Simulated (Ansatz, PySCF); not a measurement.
Gas-phase reaction in SMILES: CO[SiH3] [methoxysilane] → [SiH3] (SiH3) + C[O] (the O-Si bond at the site shown breaks; other sites are not compared here)
Each molecule is optimised on its own at B3LYP-D3(BJ)/def2-TZVP (Ansatz, a program for electronic structure). Frequencies are from Ansatz or PySCF.
Geometry of the first species:
```xyz
9

Si     1.0072     0.2847     0.1736
O     -0.3092    -0.5077    -0.4154
C     -1.6411    -0.1893    -0.0463
H      2.1880    -0.3427    -0.4511
H      1.0809     0.1649     1.6527
H      0.9516     1.7305    -0.1643
H     -1.8932     0.8414    -0.3167
H     -1.7973    -0.3187     1.0297
H     -2.3104    -0.8637    -0.5797
```
Charge 0, spin multiplicity 1.

Wanted: bond dissociation energy (0 K, with B3LYP-D3(BJ) harmonic zero-point energies), in kcal/mol. Correlated levels leave the core frozen unless marked. Open shells are spin-unrestricted. Spin-orbit coupling is left out. Non-relativistic. CBS(X,Y): correlation extrapolated as X^-3; Hartree-Fock from the larger set. [CCSD(T)-MP2]/basis is that difference in the basis named.

```
level                      program  bond dissociation energy (kcal/mol)
------------------  --------------  -----------------------------------
HF/cc-pV(D+d)Z              Ansatz                                 72.6
HF/aug-cc-pV(T+d)Z          Ansatz                                 78.2
HF/cc-pV(T+d)Z              Ansatz                                 78.3
PBE-D4/def2-TZVPD   Ansatz + dftd4                                100.8
```

**Question.** What does RI-MP2/CBS(aug-cc-pV(T+d)Z,aug-cc-pV(Q+d)Z)+[CCSD(T)-MP2]/aug-cc-pV(T+d)Z (Ansatz) give?

**Answer.** 110.8 kcal/mol
